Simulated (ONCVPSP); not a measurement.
## Cutoff test, lanthanum, ONCV

ONCVPSP 4.0.1 input, shortened (lines: element, Z, core and valence counts, functional; n l f; lmax; l rc ep ncon nbas qcut; lloc lpopt rc5 dvloc0; l nproj debl; icmod fcfact rcfact), LDA (Perdew-Wang 92), scalar-relativistic:

```
  La 57.00   11    2  -001012      upf
    1    0    2.00
    2    0    2.00
    2    1    6.00
    3    0    2.00
    3    1    6.00
    3    2   10.00
    4    0    2.00
    4    1    6.00
    4    2   10.00
    5    0    2.00
    5    1    6.00
    5    2    1.00
    6    0    2.00
    3
    0    4.00    0.00    3    6    1.60
    1    3.60    0.05    3    7    2.30
    2    4.00    0.00    4    9    4.10
    3    3.25    0.02    5   10    2.40
    4    5    2.20    3.00
    0    2    2.30
    1    2    1.50
    2    1    2.30
    3    2    0.60
    3    3.25    1.10
```

In the f channel the program set the typed energies aside and used -0.169, 0.431 Ha.

Question: For each optimised wave give the share of its norm inside rc, the residual kinetic energy above qcut (Ha) and the cutoffs (Ha) for errors of 10, 1, 0.1 and 0.01 mHa per electron.

Answer:

| wave | norm inside rc | residual KE | 10 mHa | 1 mHa | 0.1 mHa | 0.01 mHa |
| --- | --- | --- | --- | --- | --- | --- |
| 6s | 0.448 | 8.6e-04 | 0.6 | 1.4 | 4.8 | 8.6 |
| s projector 2 | 0.181 | 5.0e-01 | 6.6 | 10.3 | 19.8 | 45.8 |
| p projector 1 | 0.314 | 2.0e-04 | 0.8 | 1.6 | 6.8 | 18.7 |
| p projector 2 | 0.218 | 3.5e-02 | 3.7 | 12.4 | 24.5 | 56.7 |
| 5d | 0.811 | 3.5e-08 | 3.6 | 4.9 | 6.0 | 6.7 |
| f projector 1 | 0.984 | 1.6e+00 | 37.8 | 42.1 | 49.0 | 61.5 |
| f projector 2 | 0.144 | 3.2e-01 | 9.0 | 30.5 | 46.1 | 50.6 |

The occupied waves need 4.9 Ha and 6.0 Ha for 1 and 0.1 mHa. The cutoffs count occupied waves only; projector 1 of the f channel, the hardest unoccupied one, needs 42 Ha at the loose tolerance. Note: no bound ghost flagged; GHOST(+) flagged for s at 45.7 eV, p at 48.8 eV. Its largest configuration-test error is +2022 meV.
